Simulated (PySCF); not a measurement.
# How far are cheaper levels from CCSD(T)/CBS for AuF?

PySCF; the state is a singlet (closed shell). The composite is CCSD(T) extrapolated to the basis-set limit from two correlation-consistent sets, with core-valence (CV) and scalar-relativistic (SR) terms as its label shows; it has no spin–orbit coupling and nothing beyond (T). Here it is CCSD(T)/CBS(TQ)+CV. It gives Re = 1.925 Å, ωe = 563 cm⁻¹ and De = 2.98 eV to Au (5d10 6s1) + F.

```tsv
level	basis	relativity	Re (Å)	ωe (cm⁻¹)	De (eV)
RHF-CCSD	def2-TZVPP	scalar-relativistic core potentials	1.933	567	2.60
RHF-CCSD(T)	def2-TZVPP	scalar-relativistic core potentials	1.934	559	2.79
PBE	def2-TZVPP	scalar-relativistic core potentials	1.944	526	3.24
PW91	def2-TZVPP	scalar-relativistic core potentials	1.942	529	3.27
BP86	def2-TZVPP	scalar-relativistic core potentials	1.944	528	3.19
r²SCAN	def2-TZVPP	scalar-relativistic core potentials	1.922	557	3.05
TPSSh	def2-TZVPP	scalar-relativistic core potentials	1.934	546	2.95
PBE0	def2-TZVPP	scalar-relativistic core potentials	1.933	547	2.78
M06	def2-TZVPP	scalar-relativistic core potentials	1.961	522	2.85
HSE06	def2-TZVPP	scalar-relativistic core potentials	1.937	544	2.77
```

Task: Give the difference of each row from the composite.

Result: 

| level | basis | ΔRe (pm) | Δωe (%) | ΔDe (eV) |
| --- | --- | --- | --- | --- |
| RHF-CCSD | def2-TZVPP | +0.8 | +0.7 | -0.38 |
| RHF-CCSD(T) | def2-TZVPP | +0.9 | -0.7 | -0.19 |
| PBE | def2-TZVPP | +1.9 | -6.6 | +0.26 |
| PW91 | def2-TZVPP | +1.7 | -6.0 | +0.29 |
| BP86 | def2-TZVPP | +1.9 | -6.2 | +0.21 |
| r²SCAN | def2-TZVPP | -0.3 | -1.1 | +0.07 |
| TPSSh | def2-TZVPP | +0.9 | -3.0 | -0.03 |
| PBE0 | def2-TZVPP | +0.8 | -2.8 | -0.20 |
| M06 | def2-TZVPP | +3.6 | -7.3 | -0.13 |
| HSE06 | def2-TZVPP | +1.2 | -3.4 | -0.21 |

Task: Which rows come closest in De?

Result: TPSSh in def2-TZVPP (-0.03 eV), counted from the composite.

Correlated steps freeze the inner cores (1 to 5 orbitals); shallow outer-core shells are correlated. Spin–orbit coupling is left out, which matters for elements this heavy, above all for dissociation energies. Where the molecule has an RHF reference, its open-shell atoms are computed with UHF. The CCSD T1 diagnostic is raised in AuF, a sign that a single reference may not be enough there.
